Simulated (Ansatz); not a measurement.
Job for Ansatz (an electronic-structure program): R-CCSD(T)/def2-TZVPP on Cl2OTi (SMILES [O]=[Ti]([Cl])[Cl]).

Ansatz 0.2 input:
```yaml
crystal:
  periodic: [false, false, false]
  atoms:
    - {symbol: Ti, position_ang: [0.09160632, -0.00041799, -0.00240430]}
    - {symbol: O, position_ang: [1.68680295, -0.00781202, -0.02319238]}
    - {symbol: Cl, position_ang: [-0.88010210, 2.00762225, 0.00595983]}
    - {symbol: Cl, position_ang: [-0.89840718, -1.99939225, 0.01963686]}
basis:
  gaussian:
    orbitals: def2-TZVPP
magnetization: {spin_polarized: false}
correlation: {method: ccsd_t, electrons: outside_noble_gas}
scf: {lower_state_search: off}
```

Output:

```
WARN ansatz: RAYON_NUM_THREADS=4 ignored (pool sized by the plan → 4); use --threads N
Functional definition: HF
these checks for a lower state are left out or cut short: stability, starts, cluster_reference, orbital_swaps, neighbouring_geometries, increment
integrals: 0.58 GiB planned
1152 factors; integrals over basis functions are off by at most 1.2e-3 eV
mean field: 0.71 GiB planned
mean field evaluation 1: about -50125.3026 eV, gradient 7.2e1 eV
mean field evaluation 2: about -50125.4535 eV, gradient 7.2e1 eV
mean field evaluation 4: about -50136.2101 eV, gradient 1.3e1 eV
mean field evaluation 8: about -50136.5206 eV, gradient 1.0e0 eV
mean field evaluation 16: about -50136.5301 eV, gradient 8.7e-7 eV
mean field -50136.53011476 eV, -1842.4834979568 hartree, gradient 1.6e-6 eV, S^2 0.000000; 0 other end points of the search recorded, 0 dependent functions left out
20 core orbitals not correlated
reference -50136.53011476 eV, -1842.4834979568 hartree; 12, 12 occupied and 147, 147 virtual orbitals, 1152 factors
second order -21.91957412 eV of doubles, -0.00000000 eV of singles
coupled cluster: 1.45 GiB planned
cycle   1  -19.83964371 eV  change     2.1e0 eV  update   3.0e-1
cycle   2  -21.26106973 eV  change    -1.4e0 eV  update   2.5e-1
cycle   3  -21.47036904 eV  change   -2.1e-1 eV  update   4.6e-2
cycle   4  -21.45615871 eV  change    1.4e-2 eV  update   1.9e-2
cycle   5  -21.44774674 eV  change    8.4e-3 eV  update   5.6e-3
cycle   6  -21.45212180 eV  change   -4.4e-3 eV  update   2.7e-3
cycle   7  -21.45000114 eV  change    2.1e-3 eV  update   1.5e-3
cycle   8  -21.44934249 eV  change    6.6e-4 eV  update   7.2e-4
cycle   9  -21.45004651 eV  change   -7.0e-4 eV  update   3.9e-4
cycle  10  -21.45017386 eV  change   -1.3e-4 eV  update   1.9e-4
cycle  11  -21.44990516 eV  change    2.7e-4 eV  update   1.0e-4
cycle  12  -21.44983703 eV  change    6.8e-5 eV  update   6.4e-5
cycle  13  -21.44996137 eV  change   -1.2e-4 eV  update   2.1e-5
cycle  14  -21.44992840 eV  change    3.3e-5 eV  update   1.2e-5
cycle  15  -21.44992550 eV  change    2.9e-6 eV  update   5.5e-6
perturbative correction -1.53721398 eV, -0.0564915718 hartree
Total energy: -50159.51725425 eV, -1843.3282597516 hartree
Checks for a lower state left out: stability, starts, cluster_reference, orbital_swaps, neighbouring_geometries, increment
```

The calculation finished and met its thresholds.

Cost: around 70 core-seconds (rough).
